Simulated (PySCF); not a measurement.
## Run times: nickel in even-tempered 20s13p9d4f4g

Measured wall times of calculations with PySCF 2.14 in an even-tempered Gaussian basis (20 s from 0.4 bohr⁻², ratio 2.5; 13 p from 0.52 bohr⁻², ratio 2.5; 9 d from 0.52 bohr⁻², ratio 2.5; 4 f from 1.9 bohr⁻², ratio 2.7; 4 g from 2.8 bohr⁻², ratio 2.7), with the spin-free X2C one-electron Hamiltonian (Gaussian nucleus), run from one Python driver. Hardware: 2 threads of Neoverse-V2 on a shared host, 2.6 GiB allowed. The two-electron integrals over 168 functions were computed once and kept in memory (1.4 CPU seconds with the set-up); the times below exclude them. Kohn-Sham runs start from converged Hartree-Fock orbitals.

Launch command (the driver calls PySCF for each step listed in the task file):

```bash
OMP_NUM_THREADS=2 python atomrun2.py TASK.json OUT
```

```tsv
species	step	iterations	wall time (s)
Ni⁸⁺ [Ar] 3d2	UHF with spin-orbit constants	5	12
Ni⁸⁺ [Ar] 3d2	LDA	4	1.3
Ni⁸⁺ [Ar] 3d2	PBE	5	1.9
Ni⁸⁺ [Ar] 3d2	PBE0	5	4
Ni⁸⁺ [Ar] 3d2	r2SCAN	5	5.3
Ni⁸⁺ [Ar] 3d2	MP2 (10 electrons)		2.3
Ni⁹⁺ [Ar] 3d1	UHF with spin-orbit constants	5	11
Ni⁹⁺ [Ar] 3d1	LDA	5	1.5
Ni⁹⁺ [Ar] 3d1	PBE	5	1.9
Ni⁹⁺ [Ar] 3d1	PBE0	5	4
Ni⁹⁺ [Ar] 3d1	r2SCAN	5	5.3
Ni⁹⁺ [Ar] 3d1	MP2 (9 electrons)		2.2
```

Peak memory of the process: 1.2 GiB. Times on a shared host vary from run to run.
